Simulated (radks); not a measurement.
La3+, configuration [Xe]. All-electron calculation, Dirac Kohn-Sham, BLYP, spin-unpolarised, spherical densities, finite nucleus; Fermi nuclear charge, rms radius 4.855 fm. Program: a radial shooting solver on a logarithmic mesh with Libxc functionals.

Normalised radial functions P(r) = r R(r) (large component), r in bohr:

r,5p1/2,4f7/2
0.003103,0.0080,0.0000
0.004072,0.0117,0.0000
0.005388,0.0175,0.0000
0.00713,0.0263,0.0000
0.009433,0.0394,0.0000
0.01248,0.0584,0.0000
0.01638,0.0839,0.0001
0.02168,0.1180,0.0002
0.02868,0.1577,0.0006
0.03795,0.1951,0.0016
0.05021,0.2137,0.0042
0.06591,0.1903,0.0102
0.0872,0.0995,0.0243
0.1154,-0.0597,0.0543
0.1527,-0.2345,0.1127
0.2004,-0.3121,0.2109
0.2651,-0.1868,0.3640
0.3508,0.1330,0.5610
0.4642,0.4294,0.7625
0.6142,0.4062,0.9043
0.8061,-0.0019,0.9296
1.067,-0.5588,0.8355
1.411,-0.8796,0.6595
1.867,-0.8026,0.4519
2.471,-0.4835,0.2604
3.243,-0.1974,0.1237
4.291,-0.0477,0.0424
5.677,-0.0059,0.0092

5p1/2: eigenvalue -46.344 eV, 3 radial nodes at r = 0.105, 0.316, 0.805 bohr, <r> = 1.71 bohr, 90 % of the charge inside 2.48 bohr. 4f7/2 (empty): eigenvalue -26.993 eV, 0 radial nodes, <r> = 1.12 bohr, 90 % of the charge inside 1.92 bohr.
